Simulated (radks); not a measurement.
Problem. These are the eigenvalues of the occupied orbitals of an atom or ion with whole-number occupations (Ry). Calculated with a radial shooting solver on a logarithmic mesh with Libxc functionals: scalar-relativistic Kohn-Sham, PBE, spin-polarised, spherical densities, point nucleus.

| orbital | eigenvalue |
|---|---|
| 1s up | -891.1796 |
| 1s down | -891.1790 |
| 2s up | -139.5475 |
| 2s down | -139.3170 |
| 2p up | -126.1086 |
| 2p down | -125.9367 |
| 3s up | -40.04146 |
| 3s down | -39.70863 |
| 3p up | -35.77753 |
| 3p down | -35.44033 |
| 3d up | -29.15028 |

Which element is it, and in what charge state? The configuration may be excited. Open shells, if any, are filled with parallel spins first.

Solution. Z = 33, arsenic, charge +13: As13+ in [Ar] 3d2. The list shows which subshells hold electrons but not how many an open one holds; the 1s level, -445.59 hartree, gives Z - s = 29.9 by -(Z - s)^2/2, which with screening and relativity narrows Z to a few neighbours, and the depths of the outer levels then fix element, charge and occupations together.
